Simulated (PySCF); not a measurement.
An element was calculated at PBE (PySCF 2.14, spin-free X2C, a double-zeta basis, no spin-orbit coupling), in the ground configurations that NIST lists.

| Quantity | Value |
| --- | --- |
| first ionisation energy | 5.570 eV |
| second ionisation energy | 11.137 eV |
| third ionisation energy | 23.647 eV |

Problem. Which element is it?

Solution. Promethium (Pm, Z = 61), in cc-pVDZ-X2C. NIST lists 5.582, 10.938 ± 0.02, 22.44 ± 0.08 eV for these ionisation energies.
